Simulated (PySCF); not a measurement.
Computed structure and properties of TmCl3(NH3)

System: TmCl3(NH3) (singlet in the valence; each metal's 4f electrons, 12 of them, lie in its core potential, out of spins and levels); start: template (C3v). Method: PySCF 2.14.0, RKS PBE0, Tm lcecp-1-SVP with ECP58, Cl def2-SVP, N def2-SVP, H def2-SVP; non-relativistic Hamiltonian with scalar-relativistic core potentials where named; density fitting; no spin-orbit coupling.

Input of the relaxation:

```python
mol = gto.M(atom='''
Tm    -0.09294     0.09294    -0.09294
Cl     1.39436     1.58024     1.39436
Cl    -1.58024    -1.39436     1.39436
Cl     1.39436    -1.39436    -1.58024
N     -1.51904     1.51904    -1.51904
H     -2.13214     2.13214    -0.98194
H     -0.98194     2.13214    -2.13214
H     -2.13214     0.98194    -2.13214''',
    basis={'Tm': 'lcecp-1-SVP', 'Cl': 'def2-SVP', 'N': 'def2-SVP', 'H': 'def2-SVP'},
    ecp={'Tm': 'lcecp-1-SVP'},
    charge=0, spin=0)
mf = dft.RKS(mol, xc='PBE0')
mf.grids.atom_grid = (50, 194)  # f atoms: unpruned, at least (60, 302)
mf = mf.density_fit()  # fitting sets: Tm AutoAux, Cl def2-universal-JKFIT, N def2-universal-JKFIT, H def2-universal-JKFIT
mf.conv_tol = 1e-08; mf.max_cycle = 55
mf.kernel(dm0)  # dm0: converged density of the start geometry
# quasi-Newton relaxation in Cartesian coordinates to a largest gradient under 0.00045 Eh/bohr, steps kept in the point group
```

Run from Python with OMP_NUM_THREADS=2; the lines above give its settings. Where DIIS fails, smearing, a level shift and second-order steps follow.
It took 55 s on 2 threads of Arm Neoverse V1, on a shared host, from the converged density of the start.

Course of the relaxation:

| step | energy above end (eV) | largest force component within the symmetry (eV/Å) |
| --- | --- | --- |
| 0 | 0.4957 | 1.132 |
| 1 | 0.2221 | 0.636 |
| 2 | 0.0992 | 0.216 |
| 3 | 0.0723 | 0.177 |
| 4 | 0.0157 | 0.092 |
| 5 | 0.0063 | 0.084 |
| 6 | 0.0017 | 0.085 |
| 7 | 0.0008 | 0.065 |
| 8 | 0.0002 | 0.028 |
| 9 | 0.0000 | 0.004 |

Relaxed geometry (C3v):

```xyz
8

Tm    0.0214   -0.0214    0.0214
Cl    1.1571    1.8378    1.1571
Cl   -1.8378   -1.1571    1.1571
Cl    1.1571   -1.1571   -1.8378
N    -1.3700    1.3700   -1.3700
H    -1.9792    1.9792   -0.8191
H    -0.8191    1.9792   -1.9792
H    -1.9792    0.8191   -1.9792
```

```
     contact      Å
Tm1–Cl2 (Cl)  2.457
Tm1–Cl3 (Cl)  2.457
Tm1–Cl4 (Cl)  2.457
Tm1–N5 (NH3)  2.410
```

On the finer grid (75, 302):

| Quantity | Value |
| --- | --- |
| HOMO | -8.42 eV |
| LUMO | -1.02 eV |
| Dipole about the centre of mass | 5.58 D |
| Set of Mulliken populations of Tm1 outside the core potential | s 2.33, p 6.46, d 1.37, f 0.04 |
| D3(BJ) dispersion energy (not in the energies) | -0.208 eV |

```csv
atom,Mulliken (e),Löwdin (e),spin (e)
Tm1,0.79,-0.23,0.00
Cl2,-0.35,-0.04,0.00
Cl3,-0.35,-0.04,0.00
Cl4,-0.35,-0.04,0.00
N5,-0.29,0.00,0.00
H6,0.19,0.12,0.00
H7,0.19,0.12,0.00
H8,0.19,0.12,0.00
```

The 4f levels lie in the core potential and are missing. Their spin isn't counted.

On the grid (50, 194), as all that follows. Harmonic modes: a minimum; lowest 66 cm⁻¹ (negative: unstable), highest 3605 cm⁻¹, zero-point energy 1.122 eV.

Taking off one Cl (charge -1, singlet; the rest: singlet) in vacuum, both parts rigid, costs 9.06 eV; the small basis without counterpoise inflates it. Most of it is the attraction of opposite charges; other ways to part are cheaper, and one spin state was tried for the rest.

Rigid scan of Cl along the line from its metal:

(distance to Cl2 (Å), energy (eV)): (2.16, 0.796), (2.26, 0.308), (2.36, 0.067), (2.46, 0.000), (2.56, 0.052), (2.66, 0.187), (2.86, 0.597), (3.16, 1.348), (3.56, 2.326), (4.06, 3.342)

Taking off one NH3 (charge 0, singlet; the rest: singlet) in vacuum, both parts rigid, costs 1.86 eV; the small basis without counterpoise inflates it.

Rigid scan of NH3 along the line from its metal:

distance to N5 (Å), energy (eV) and a bar:
```
     2.11      0.439 ##########
     2.21      0.168 ####
     2.31      0.036 #
     2.41      0.000 
     2.51      0.027 #
     2.61      0.095 ##
     2.81      0.292 #######
     3.11      0.621 ##############
     3.51      0.994 #######################
     4.01      1.314 ##############################
```

One start shape was tried, so this needn't be the lowest isomer.

An lcecp potential fixes the number of 4f electrons, so in runs with it no electron can move into or out of that shell.
